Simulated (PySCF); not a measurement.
PySCF input (HF/def2-TZVPD):

```python
from pyscf import gto, scf, dft

mol = gto.M(
    atom='''
    Be    0.00000000    0.00000000    0.00000000
    Cl   -0.00000000   -0.00000000   -1.80410498
    Cl    0.00000000    0.00000000    1.80410498
    ''',
    basis='def2-tzvpd',
    charge=0,
    spin=0,
    verbose=4,
)

mf = scf.RHF(mol).density_fit(auxbasis='def2-universal-jkfit')
mf.conv_tol = 1e-9
mf.max_cycle = 100
mf.max_memory = 1500
mf.kernel()
if not mf.converged:
    mf = mf.newton()
    mf.kernel(mf.make_rdm1())
mf.analyze()
```

End of the output:

```
Extra cycle  E= -933.818924952651  delta_E= -4.55e-12  |g|= 1.13e-06  |ddm|= 4.55e-06
converged SCF energy = -933.818924952651
**** SCF Summaries ****
Total Energy =                        -933.818924952651059
Nuclear Repulsion Energy =              82.275815048778384
One-electron Energy =                -1454.212689101130309
Two-electron Energy =                  438.117949099700922
Two-electron Coulomb Energy =          496.109698071473247
DFT Exchange-Correlation Energy =      -57.991748971772324
HOMO-LUMO gap [eV] =                    13.875491084507713
**** MO energy ****
MO #1   energy= -104.83465946099   occ= 2
MO #2   energy= -104.834658878889  occ= 2
MO #3   energy= -10.5647003561648  occ= 2
MO #4   energy= -10.5646970466415  occ= 2
MO #5   energy= -8.03123147120489  occ= 2
MO #6   energy= -8.03123010326961  occ= 2
MO #7   energy= -8.0305093901082   occ= 2
MO #8   energy= -8.03050939010817  occ= 2
MO #9   energy= -8.03050835029228  occ= 2
MO #10  energy= -8.03050835029227  occ= 2
MO #11  energy= -4.76291029399446  occ= 2
MO #12  energy= -1.09621911293992  occ= 2
MO #13  energy= -1.09529606253454  occ= 2
MO #14  energy= -0.565104345087406 occ= 2
MO #15  energy= -0.548647834016841 occ= 2
MO #16  energy= -0.495711979749869 occ= 2
MO #17  energy= -0.495711979749851 occ= 2
MO #18  energy= -0.472786529676382 occ= 2
MO #19  energy= -0.472786529676379 occ= 2
MO #20  energy= 0.0371283667684185 occ= 0
MO #21  energy= 0.058570938227798  occ= 0
MO #22  energy= 0.0585709382278226 occ= 0
MO #23  energy= 0.0634709778289945 occ= 0
MO #24  energy= 0.0906466292466688 occ= 0
MO #25  energy= 0.112760837314248  occ= 0
MO #26  energy= 0.112760837314257  occ= 0
MO #27  energy= 0.117239020005349  occ= 0
MO #28  energy= 0.117239020005365  occ= 0
MO #29  energy= 0.124384795298552  occ= 0
MO #30  energy= 0.156886472975533  occ= 0
MO #31  energy= 0.156886472975552  occ= 0
MO #32  energy= 0.184360023231616  occ= 0
MO #33  energy= 0.243455153720824  occ= 0
MO #34  energy= 0.243455153720837  occ= 0
MO #35  energy= 0.268606627059149  occ= 0
MO #36  energy= 0.292139428543225  occ= 0
MO #37  energy= 0.294103578387968  occ= 0
MO #38  energy= 0.294103578387972  occ= 0
MO #39  energy= 0.30758867269489   occ= 0
MO #40  energy= 0.308565550201265  occ= 0
MO #41  energy= 0.308565550201282  occ= 0
MO #42  energy= 0.309206181587139  occ= 0
MO #43  energy= 0.346527250240939  occ= 0
MO #44  energy= 0.346527250240962  occ= 0
MO #45  energy= 0.454966260439111  occ= 0
MO #46  energy= 0.501514120847805  occ= 0
MO #47  energy= 0.513481941388492  occ= 0
MO #48  energy= 0.513481941388518  occ= 0
MO #49  energy= 0.581771772692393  occ= 0
MO #50  energy= 0.581771772692406  occ= 0
MO #51  energy= 0.601104059143055  occ= 0
MO #52  energy= 0.601104059143075  occ= 0
MO #53  energy= 0.63218385457947   occ= 0
MO #54  energy= 0.652972936841568  occ= 0
MO #55  energy= 0.652972936841585  occ= 0
MO #56  energy= 0.723108364111066  occ= 0
MO #57  energy= 0.770662382855144  occ= 0
MO #58  energy= 0.770662382855185  occ= 0
MO #59  energy= 0.778806834853425  occ= 0
MO #60  energy= 0.778806834853445  occ= 0
MO #61  energy= 0.796606867675529  occ= 0
MO #62  energy= 0.796606867675546  occ= 0
MO #63  energy= 0.861979297970125  occ= 0
MO #64  energy= 0.861979297970152  occ= 0
MO #65  energy= 0.876513266069353  occ= 0
MO #66  energy= 0.984890497933879  occ= 0
MO #67  energy= 1.07384831941917   occ= 0
MO #68  energy= 1.15912228514643   occ= 0
MO #69  energy= 1.15912228514643   occ= 0
MO #70  energy= 1.25305836120495   occ= 0
MO #71  energy= 1.34451686770684   occ= 0
MO #72  energy= 1.47330005716959   occ= 0
MO #73  energy= 2.23438039879163   occ= 0
MO #74  energy= 2.23438039879164   occ= 0
MO #75  energy= 2.24699067272865   occ= 0
MO #76  energy= 2.24699067272867   occ= 0
MO #77  energy= 2.31765225848579   occ= 0
MO #78  energy= 2.31765225848582   occ= 0
MO #79  energy= 2.3227152118146    occ= 0
MO #80  energy= 2.32440090271218   occ= 0
MO #81  energy= 2.32440090271222   occ= 0
MO #82  energy= 2.33756451806907   occ= 0
MO #83  energy= 2.3808756032624    occ= 0
MO #84  energy= 2.38087560326241   occ= 0
MO #85  energy= 2.39929731654245   occ= 0
MO #86  energy= 2.39929731654246   occ= 0
MO #87  energy= 2.39929900117546   occ= 0
MO #88  energy= 2.39929900117548   occ= 0
MO #89  energy= 2.44552417691069   occ= 0
MO #90  energy= 2.44552417691071   occ= 0
MO #91  energy= 2.48296457197281   occ= 0
MO #92  energy= 2.48296457197284   occ= 0
MO #93  energy= 2.59598791490649   occ= 0
MO #94  energy= 2.59598791490651   occ= 0
MO #95  energy= 2.67977576116506   occ= 0
MO #96  energy= 2.71033260667507   occ= 0
MO #97  energy= 2.7103326066751    occ= 0
MO #98  energy= 2.76362111699027   occ= 0
MO #99  energy= 2.78156004299882   occ= 0
MO #100 energy= 2.78156004299882   occ= 0
MO #101 energy= 3.04058053701725   occ= 0
MO #102 energy= 3.30758165764193   occ= 0
MO #103 energy= 5.8106804676799    occ= 0
MO #104 energy= 5.8106804676799    occ= 0
MO #105 energy= 7.08330048651835   occ= 0
MO #106 energy= 8.77823098088318   occ= 0
MO #107 energy= 11.5331815438008   occ= 0
MO #108 energy= 11.5331815438009   occ= 0
MO #109 energy= 11.5874909555959   occ= 0
MO #110 energy= 11.5874909555959   occ= 0
MO #111 energy= 11.9159439425049   occ= 0
MO #112 energy= 11.9161198356806   occ= 0
MO #113 energy= 25.7621468117363   occ= 0
MO #114 energy= 25.8701833178062   occ= 0
 ** Mulliken pop on meta-lowdin orthogonal AOs  **
 ** Mulliken pop  **
pop of  0 Be 1s           1.99999
pop of  0 Be 2s           0.46338
pop of  0 Be 3s           0.00757
pop of  0 Be 4s           0.00025
pop of  0 Be 5s           0.00094
pop of  0 Be 2px          0.02469
pop of  0 Be 2py          0.02469
pop of  0 Be 2pz          0.02802
pop of  0 Be 3px          0.00655
pop of  0 Be 3py          0.00655
pop of  0 Be 3pz          0.01957
pop of  0 Be 4px          0.00005
pop of  0 Be 4py          0.00005
pop of  0 Be 4pz          0.00124
pop of  0 Be 5px          0.00110
pop of  0 Be 5py          0.00110
pop of  0 Be 5pz          0.01406
pop of  0 Be 3dxy         0.00000
pop of  0 Be 3dyz         0.00530
pop of  0 Be 3dz^2        0.00161
pop of  0 Be 3dxz         0.00530
pop of  0 Be 3dx2-y2      0.00000
pop of  1 Cl 1s           2.00000
pop of  1 Cl 2s           1.99995
pop of  1 Cl 3s           1.91264
pop of  1 Cl 4s           0.00354
pop of  1 Cl 5s           0.00100
pop of  1 Cl 6s           0.00077
pop of  1 Cl 2px          1.99999
pop of  1 Cl 2py          1.99999
pop of  1 Cl 2pz          1.99999
pop of  1 Cl 3px          1.96879
pop of  1 Cl 3py          1.96879
pop of  1 Cl 3pz          1.78486
pop of  1 Cl 4px          0.00162
pop of  1 Cl 4py          0.00162
pop of  1 Cl 4pz          0.00064
pop of  1 Cl 5px          0.00027
pop of  1 Cl 5py          0.00027
pop of  1 Cl 5pz          0.00305
pop of  1 Cl 6px          0.00016
pop of  1 Cl 6py          0.00016
pop of  1 Cl 6pz          0.00013
pop of  1 Cl 7px          0.00012
pop of  1 Cl 7py          0.00012
pop of  1 Cl 7pz          0.00019
pop of  1 Cl 3dxy         0.00000
pop of  1 Cl 3dyz         0.00631
pop of  1 Cl 3dz^2        0.01944
pop of  1 Cl 3dxz         0.00631
pop of  1 Cl 3dx2-y2      0.00000
pop of  1 Cl 4dxy         0.00000
pop of  1 Cl 4dyz         0.00240
pop of  1 Cl 4dz^2        0.00066
pop of  1 Cl 4dxz         0.00240
pop of  1 Cl 4dx2-y2      0.00000
pop of  1 Cl 5dxy         0.00000
pop of  1 Cl 5dyz         0.00093
pop of  1 Cl 5dz^2        0.00286
pop of  1 Cl 5dxz         0.00093
pop of  1 Cl 5dx2-y2      0.00000
pop of  1 Cl 4f-3         0.00000
pop of  1 Cl 4f-2         0.00000
pop of  1 Cl 4f-1         0.00056
pop of  1 Cl 4f+0         0.00196
pop of  1 Cl 4f+1         0.00056
pop of  1 Cl 4f+2         0.00000
pop of  1 Cl 4f+3         0.00000
pop of  2 Cl 1s           2.00000
pop of  2 Cl 2s           1.99995
pop of  2 Cl 3s           1.91264
pop of  2 Cl 4s           0.00354
pop of  2 Cl 5s           0.00100
pop of  2 Cl 6s           0.00077
pop of  2 Cl 2px          1.99999
pop of  2 Cl 2py          1.99999
pop of  2 Cl 2pz          1.99999
pop of  2 Cl 3px          1.96879
pop of  2 Cl 3py          1.96879
pop of  2 Cl 3pz          1.78486
pop of  2 Cl 4px          0.00162
pop of  2 Cl 4py          0.00162
pop of  2 Cl 4pz          0.00064
pop of  2 Cl 5px          0.00027
pop of  2 Cl 5py          0.00027
pop of  2 Cl 5pz          0.00305
pop of  2 Cl 6px          0.00016
pop of  2 Cl 6py          0.00016
pop of  2 Cl 6pz          0.00013
pop of  2 Cl 7px          0.00012
pop of  2 Cl 7py          0.00012
pop of  2 Cl 7pz          0.00019
pop of  2 Cl 3dxy         0.00000
pop of  2 Cl 3dyz         0.00631
pop of  2 Cl 3dz^2        0.01944
pop of  2 Cl 3dxz         0.00631
pop of  2 Cl 3dx2-y2      0.00000
pop of  2 Cl 4dxy         0.00000
pop of  2 Cl 4dyz         0.00240
pop of  2 Cl 4dz^2        0.00066
pop of  2 Cl 4dxz         0.00240
pop of  2 Cl 4dx2-y2      0.00000
pop of  2 Cl 5dxy         0.00000
pop of  2 Cl 5dyz         0.00093
pop of  2 Cl 5dz^2        0.00286
pop of  2 Cl 5dxz         0.00093
pop of  2 Cl 5dx2-y2      0.00000
pop of  2 Cl 4f-3         0.00000
pop of  2 Cl 4f-2         0.00000
pop of  2 Cl 4f-1         0.00056
pop of  2 Cl 4f+0         0.00196
pop of  2 Cl 4f+1         0.00056
pop of  2 Cl 4f+2         0.00000
pop of  2 Cl 4f+3         0.00000
 ** Mulliken atomic charges  **
charge of    0Be =      1.38800
charge of    1Cl =     -0.69400
charge of    2Cl =     -0.69400
Dipole moment(X, Y, Z, Debye):  0.00000,  0.00000,  0.00000
```
